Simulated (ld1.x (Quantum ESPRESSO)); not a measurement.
**Pb (Z = 82), TM: configuration errors across variants**

Pb (Z = 82), norm-conserving Troullier–Martins (Kleinman–Bylander form), made with ld1.x (Quantum ESPRESSO) 7.5 (PBEsol, scalar-relativistic). Core [Xe] 4f14 5d10, reference 6s2 6p2. Waves: 6s (bound): rc 1.50 bohr; 6p (bound): rc 2.90 bohr; 6d channel at 0.3 Ry: rc 3.15 bohr. Local part: all-electron potential smoothed inside 1.80 bohr (lloc = -1). Core correction: none.

All-electron excitation energies from the reference (eV): (1) 6s2 6p1 6.598; (2) 6s2 6p0 20.045; (3) 6s1 6p0 52.524; (4) 6s2 6p1.5 2.503; (5) 6s0 6p4 17.906; (6) 6s2 6p2.3 -0.804; (7) 6s1 6p2 16.176.

Tests that are not counted but printed errors over 1 eV. “all radii scaled by about 0.91 (s 1.36, p 2.64, d 2.86 bohr); local potential all-electron potential smoothed inside 1.64 bohr (lloc = -1)”: 6s0 6p4 (solver errors, printed error -56.7 eV); 6s1 6p2 (converged, but collapsed or in another state, printed error -32.8 eV).

1 further variants failed, have other tests or too few solved ones, and are left out.

A true bound ghost makes a file unfit for plane-wave use even where its test errors are small: the radial tests pick states by their node count and pass the ghost by. Where a test does run into it, the solver fails or the error is huge.

Errors AE − PS in meV (a dash: test not solved or not reliable):

| change | (1) | (2) | (3) | (4) | (5) | (6) | (7) | bound ghosts |
| --- | --- | --- | --- | --- | --- | --- | --- | --- |
| base | -2.0 | -9.0 | -30 | -0.6 | +225 | +0.6 | +34 | s |
| all radii scaled by about 0.83 (s 1.24, p 2.40, d 2.60 bohr); local potential all-electron potential smoothed inside 1.48 bohr (lloc = -1) | -5.5 | +6.5 | -3.0 | -1.7 | +132 | +0.3 | -31 | s, p |
| all radii scaled by about 0.91 (s 1.36, p 2.64, d 2.86 bohr); local potential all-electron potential smoothed inside 1.64 bohr (lloc = -1) | -3180 | -1.5 | -12 | -3.0 | – | -0.1 | – | s, p |
| all radii scaled by about 1.05 (s 1.58, p 3.06, d 3.32 bohr); local potential all-electron potential smoothed inside 1.90 bohr (lloc = -1) | -4.2 | -17 | -31 | -1.1 | +117 | +0.5 | +14 | s |
| all radii scaled by about 1.15 (s 1.72, p 3.34, d 3.62 bohr); local potential all-electron potential smoothed inside 2.08 bohr (lloc = -1) | +5.3 | +79 | +721 | +0.7 | +120 | – | +40 | s |
| all radii scaled by about 1.32 (s 1.98, p 3.84, d 4.18 bohr); local potential all-electron potential smoothed inside 2.38 bohr (lloc = -1) | -6.9 | -41 | -72 | -1.5 | +156 | +0.5 | +30 | none |
| all radii scaled by about 1.38 (s 2.08, p 4.00, d 4.36 bohr); local potential all-electron potential smoothed inside 2.48 bohr (lloc = -1) | -8.5 | -56 | -106 | -1.7 | +164 | +0.4 | +32 | none |

(1) Give the same row for: all radii scaled by about 1.24 (s 1.86, p 3.58, d 3.90 bohr); local potential all-electron potential smoothed inside 2.22 bohr (lloc = -1).

## Answers

(1) -3.5, -7.7, +17, -1.0, +133, +0.5, +28; bound ghosts: none.
